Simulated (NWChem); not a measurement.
Program: NWChem. System: CH$_{2}$F, charge 0, spin multiplicity 2, at a geometry optimised with UPBE0/def2-SVP. The structure started from a generated list of species. Its SCF solution wasn't tested for a lower state. Level: ROCCSD(T)/def2-TZVP, 2 core orbitals frozen.

Input file:

```
start mol
memory heap 100 mb stack 700 mb global 1900 mb
geometry units angstroms nocenter noautoz
  C     -0.640553     0.074020     0.000000
  F      0.678826    -0.039403     0.000000
  H     -1.133059    -0.044748     0.966953
  H     -1.133059    -0.044748    -0.966953
  symmetry group Cs
end
basis spherical
  * library def2-tzvp
end
scf
  rohf
  nopen 1
  maxiter 100
  thresh 1e-7
  semidirect memsize 60000000 filesize 0
  # guess.movecs holds the orbitals of an unrestricted PBE0 run
  vectors input guess.movecs output mol.movecs
end
tce
  freeze core 2
  ccsd(t)
  2eorb
  2emet 13
  thresh 1e-6
  maxiter 100
  tilesize 24
end
task tce energy
```

Part of the output:

```
             Northwest Computational Chemistry Package (NWChem) 7.3.0
             --------------------------------------------------------

                                NWChem Input Module
                                -------------------

 Scaling coordinates for geometry "geometry" by  1.889725989
 (inverse scale =  0.529177249)

 Turning off AUTOSYM since
 SYMMETRY directive was detected!

                             Geometry "geometry" -> ""
                             -------------------------

 Output coordinates in angstroms (scale by  1.889725989 to convert to a.u.)

  No.       Tag          Charge          X              Y              Z
 ---- ---------------- ---------- -------------- -------------- --------------
    1 C                    6.0000    -0.64055300     0.07402000     0.00000000
    2 F                    9.0000     0.67882600    -0.03940300     0.00000000
    3 H                    1.0000    -1.13305900    -0.04474800     0.96695300
    4 H                    1.0000    -1.13305900    -0.04474800    -0.96695300

 Effective nuclear repulsion energy (a.u.)      32.3073863545

            Nuclear Dipole moment (a.u.)
            ----------------------------
        X                 Y               Z
 ---------------- ---------------- ----------------
    -0.0000037795    -0.0000056692     0.0000000000

      Symmetry information
      --------------------

 Group name             Cs
 Group number              2
 Group order               2
 No. of unique centers     3

      Symmetry unique atoms

     1    2    3


 Summary of "ao basis" -> "" (spherical)
 ------------------------------------------------------------------------------
       Tag                 Description            Shells   Functions and Types
 ---------------- ------------------------------  ------  ---------------------
 *                         def2-tzvp                  on all atoms

 Summary of "ao basis" -> "ao basis" (spherical)
 ------------------------------------------------------------------------------
       Tag                 Description            Shells   Functions and Types
 ---------------- ------------------------------  ------  ---------------------
 C                         def2-tzvp                11       31   5s3p2d1f
 F                         def2-tzvp                11       31   5s3p2d1f
 H                         def2-tzvp                 4        6   3s1p

                                 NWChem SCF Module
                                 -----------------

  ao basis        = "ao basis"
  functions       =    74
  atoms           =     4
  closed shells   =     8
  open shells     =     1
  charge          =   0.00
  wavefunction    = ROHF
  use symmetry    = T
  symmetry adapt  = T

 Summary of "ao basis" -> "ao basis" (spherical)
 ------------------------------------------------------------------------------
       Tag                 Description            Shells   Functions and Types
 ---------------- ------------------------------  ------  ---------------------
 C                         def2-tzvp                11       31   5s3p2d1f
 F                         def2-tzvp                11       31   5s3p2d1f
 H                         def2-tzvp                 4        6   3s1p

      Symmetry analysis of basis
      --------------------------

        a'         48
        a"         26

 Forming initial guess at       0.1s

      Symmetry analysis of molecular orbitals - initial
      -------------------------------------------------

  Numbering of irreducible representations:

     1 a'          2 a"

  Orbital symmetries:

     1 a'          2 a'          3 a'          4 a'          5 a'
     6 a"          7 a'          8 a"          9 a'         10 a'
    11 a'         12 a"         13 a'         14 a'         15 a"
    16 a'         17 a'         18 a"         19 a'

 Starting SCF solution at       0.1s

 ----------------------------------------------
         Quadratically convergent ROHF

 Convergence threshold     :          1.000E-07
 Maximum no. of iterations :          100
 Final Fock-matrix accuracy:          1.000E-09
 ----------------------------------------------

              iter       energy          gnorm     gmax       time
             ----- ------------------- --------- --------- --------
                 1     -138.4319058057  7.57D-01  2.62D-01      0.6
                 2     -138.4572566463  2.60D-01  5.51D-02      0.7
                 3     -138.4624377577  1.67D-02  5.84D-03      0.9
                 4     -138.4624797725  1.06D-04  4.34D-05      1.2
                 5     -138.4624797750  6.97D-09  1.57D-09      1.7

       Final ROHF results
       ------------------

         Total SCF energy =   -138.462479774981
      One-electron energy =   -255.514720155255
      Two-electron energy =     84.744854025796
 Nuclear repulsion energy =     32.307386354478

        Time for solution =      1.7s

       Symmetry analysis of molecular orbitals - final
       -----------------------------------------------

  Numbering of irreducible representations:

     1 a'          2 a"

  Orbital symmetries:

     1 a'          2 a'          3 a'          4 a'          5 a"
     6 a'          7 a'          8 a"          9 a'         10 a'
    11 a'         12 a"         13 a'         14 a'         15 a"
    16 a'         17 a'         18 a'         19 a"

             Final eigenvalues
             -----------------

              1
    1  -26.3057
    2  -11.3082
    3   -1.6270
    4   -0.9159
    5   -0.7291
    6   -0.7015
    7   -0.6827
[...]
                       -------------------------------------

 Vector    7  Occ=2.000000D+00  E=-6.826986D-01  Symmetry=a'
              MO Center=  5.0D-01,  1.1D-02,  1.9D-19, r^2= 7.4D-01
   Bfn.  Coefficient  Atom+Function         Bfn.  Coefficient  Atom+Function
  ----- ------------  ---------------      ----- ------------  ---------------
    38      0.435741  2 F  py                41      0.381493  2 F  py
    44      0.218672  2 F  py                37      0.163030  2 F  px

 Vector    8  Occ=2.000000D+00  E=-5.516024D-01  Symmetry=a"
              MO Center= -4.2D-01, -8.3D-03, -1.7D-13, r^2= 1.6D+00
   Bfn.  Coefficient  Atom+Function         Bfn.  Coefficient  Atom+Function
  ----- ------------  ---------------      ----- ------------  ---------------
    39      0.309470  2 F  pz                42      0.270865  2 F  pz
     8     -0.254390  1 C  pz                11     -0.209782  1 C  pz
    64     -0.206333  3 H  s                 70      0.206333  4 H  s
    45      0.186860  2 F  pz

 Vector    9  Occ=1.000000D+00  E=-1.046533D-01  Symmetry=a'
              MO Center= -6.4D-01,  2.2D-01, -1.5D-18, r^2= 1.1D+00
   Bfn.  Coefficient  Atom+Function         Bfn.  Coefficient  Atom+Function
  ----- ------------  ---------------      ----- ------------  ---------------
    10      0.466267  1 C  py                 7      0.441611  1 C  py
    13      0.284863  1 C  py                44     -0.169438  2 F  py
    38     -0.153874  2 F  py

 Vector   10  Occ=0.000000D+00  E= 1.736068D-01  Symmetry=a'
              MO Center= -1.3D+00, -3.9D-02, -3.1D-16, r^2= 5.0D+00
   Bfn.  Coefficient  Atom+Function         Bfn.  Coefficient  Atom+Function
  ----- ------------  ---------------      ----- ------------  ---------------
     5      2.598589  1 C  s                 65     -2.118712  3 H  s
    71     -2.118712  4 H  s                 12     -0.688016  1 C  px
    64      0.297036  3 H  s                 70      0.297036  4 H  s
    13     -0.234674  1 C  py                 4      0.207879  1 C  s
     3      0.151671  1 C  s

 Vector   11  Occ=0.000000D+00  E= 2.124563D-01  Symmetry=a'
              MO Center= -4.1D-01,  4.4D-02, -3.9D-18, r^2= 4.4D+00
   Bfn.  Coefficient  Atom+Function         Bfn.  Coefficient  Atom+Function
  ----- ------------  ---------------      ----- ------------  ---------------
    36      1.678189  2 F  s                 12     -1.494424  1 C  px
     5     -1.021014  1 C  s                 43     -0.520515  2 F  px
     9     -0.331413  1 C  px                 4     -0.288874  1 C  s
    34      0.159604  2 F  s

 Vector   12  Occ=0.000000D+00  E= 2.216411D-01  Symmetry=a"
              MO Center= -1.6D+00, -1.7D-01,  2.0D-14, r^2= 5.0D+00
   Bfn.  Coefficient  Atom+Function         Bfn.  Coefficient  Atom+Function
  ----- ------------  ---------------      ----- ------------  ---------------
    65      2.766992  3 H  s                 71     -2.766992  4 H  s
    14     -1.781507  1 C  pz                64     -0.539017  3 H  s
    70      0.539017  4 H  s                 45      0.222257  2 F  pz
     8     -0.207858  1 C  pz                23      0.164153  1 C  d  1

 center of mass
 --------------
 x =   0.16749135 y =   0.00283051 z =   0.00000000

 moments of inertia (a.u.)
 ------------------
           7.084403575240           3.497196703680           0.000000000000
           3.497196703680          63.890864523076           0.000000000000
           0.000000000000           0.000000000000          57.515005881002

  Mulliken analysis of the total density
  --------------------------------------

    Atom       Charge   Shell Charges
 -----------   ------   -------------------------------------------------------
    1 C    6     5.99   0.85  1.12  0.50  0.65  0.12  1.16  1.19  0.28  0.03  0.08  0.01
    2 F    9     9.26   0.77  1.20  0.59  1.01  0.34  2.24  2.27  0.82  0.00  0.02  0.00
    3 H    1     0.87   0.26  0.49  0.10  0.02
    4 H    1     0.87   0.26  0.49  0.10  0.02

 Mulliken analysis of the open-shell density
 -------------------------------------------

    Atom       Charge   Shell Charges
 -----------   ------   -------------------------------------------------------
    1 C    6     0.96   0.00 -0.00  0.01  0.01  0.01  0.34  0.40  0.18  0.00  0.01  0.00
    2 F    9     0.03   0.00 -0.00  0.00  0.00 -0.00  0.03  0.02 -0.02  0.00  0.00  0.00
    3 H    1     0.01   0.00  0.00 -0.00  0.01
    4 H    1     0.01   0.00  0.00 -0.00  0.01

       Multipole analysis of the density wrt the origin
       ------------------------------------------------

     L   x y z        total         open         nuclear
     -   - - -        -----         ----         -------
     0   0 0 0     -0.000000     -1.000000     17.000000

     1   1 0 0     -0.620204      1.218853     -0.000004
     1   0 1 0     -0.065876     -0.410559     -0.000006
     1   0 0 1      0.000000      0.000000      0.000000

     2   2 0 0     -8.489323     -2.642280     32.770718
     2   1 1 0      0.177209      0.508877     -1.513446
     2   1 0 1     -0.000000     -0.000000      0.000000
     2   0 2 0     -9.225932     -2.312939      0.181595
     2   0 1 1     -0.000000      0.000000      0.000000
     2   0 0 2     -7.719056     -0.800947      6.677877

                   NWChem Extensible Many-Electron Theory Module
                   ---------------------------------------------


            General Information
            -------------------
      Number of processors :     1
         Wavefunction type : Restricted open-shell Hartree-Fock
          No. of electrons :    17
           Alpha electrons :     9
            Beta electrons :     8
           No. of orbitals :   148
            Alpha orbitals :    74
             Beta orbitals :    74
        Alpha frozen cores :     2
         Beta frozen cores :     2
     Alpha frozen virtuals :     0
      Beta frozen virtuals :     0
         Spin multiplicity : doublet
    Number of AO functions :    74
       Number of AO shells :    30
        Use of symmetry is : on
      Symmetry adaption is : on
         Schwarz screening : 0.10D-09

          Correlation Information
          -----------------------
          Calculation type : Coupled-cluster singles & doubles w/ perturbation
   Perturbative correction : (T)
            Max iterations :      100
        Residual threshold : 0.10D-05
     T(0) DIIS level shift : 0.00D+00
     L(0) DIIS level shift : 0.00D+00
     T(1) DIIS level shift : 0.00D+00
     L(1) DIIS level shift : 0.00D+00
     T(R) DIIS level shift : 0.00D+00
     T(I) DIIS level shift : 0.00D+00
   CC-T/L Amplitude update :  5-th order DIIS
                I/O scheme : Global Array Library
        L-threshold :  0.10D-05
        EOM-threshold :  0.10D-05
 no EOMCCSD initial starts read in
 TCE RESTART OPTIONS
 SLICE:      F
 D4D5:       F
 quantumc:   F
 qrotation:  F
 pwtce:      F
 qducc:      F
 nacto:                         0
 nrotv:                         0
 nrot:                          0

            Memory Information
            ------------------
          Available GA space size is     249025848 doubles
          Available MA space size is     104853460 doubles

 Maximum block size supplied by input
 Maximum block size        24 doubles

 tile_dim =     24

 -------------------------------------------------
   1    alpha     a'     4 doubles       0       1
   2    alpha     a'     1 doubles       4       2
   3    alpha     a"     2 doubles       5       3
   4    beta      a'     4 doubles       7       4
   5    beta      a"     2 doubles      11       5
   6    alpha     a'    20 doubles      13       6
   7    alpha     a'    21 doubles      33       7
   8    alpha     a"    24 doubles      54       8
   9    beta      a'     1 doubles      78       9
  10    beta      a'    20 doubles      79      10
  11    beta      a'    21 doubles      99      11
  12    beta      a"    24 doubles     120      12

 Global array virtual files algorithm will be used

 Parallel file system coherency ......... OK

 4-electron integrals stored in orbital form

 v2    file size   =          3640414
 4-index algorithm nr.  13 is used
 imaxsize =       30
 imaxsize ichop =        0


CCSD iterations
 ---------------------------------------------------------
 Iter          Residuum       Correlation     Cpu    Wall
 ---------------------------------------------------------
    1   0.1805386778383  -0.4002798032899     0.7     0.7
    2   0.0378604130824  -0.4049017838579     0.7     0.7
    3   0.0127875830433  -0.4110633316139     0.7     0.7
    4   0.0049346690652  -0.4116526175670     0.8     0.8
    5   0.0020886331114  -0.4121559858061     0.8     0.8
    6   0.0008678071037  -0.4123282997087     0.7     0.7
    7   0.0005595515672  -0.4123295224281     0.7     0.7
    8   0.0002415496426  -0.4123459861652     0.7     0.7
    9   0.0002175184975  -0.4123371132132     0.7     0.7
   10   0.0001018001351  -0.4123483316725     0.7     0.7
   11   0.0000174136813  -0.4123470706720     0.8     0.8
   12   0.0000092147389  -0.4123472533792     0.7     0.7
   13   0.0000046531802  -0.4123475467909     0.7     0.7
   14   0.0000033537301  -0.4123474566905     0.7     0.7
   15   0.0000017194066  -0.4123475475080     0.7     0.7
   16   0.0000005116861  -0.4123475264138     0.7     0.7
 -----------------------------------------------------------------
 Iterations converged
 CCSD correlation energy / hartree =        -0.412347526413769
 CCSD total energy / hartree       =      -138.874827301394362

 Singles contributions

 Doubles contributions
 CCSD(T)
 Using plain CCSD(T) code
             total no. of tasks          373
 total no. of tasks / no. procs          373
                         wl_min           16           1.6
                         wl_max       774144           9.6
        thresh for no. of tasks          373

 CCSD[T]  correction energy / hartree =        -0.013071154243162
 CCSD[T] correlation energy / hartree =        -0.425418680656930
 CCSD[T] total energy / hartree       =      -138.887898455637526
 CCSD(T)  correction energy / hartree =        -0.012175290960034
 CCSD(T) correlation energy / hartree =        -0.424522817373802
 CCSD(T) total energy / hartree       =      -138.887002592354406

 Task  times  cpu:       34.9s     wall:       34.9s

 Total times  cpu:       35.0s     wall:       35.0s
```
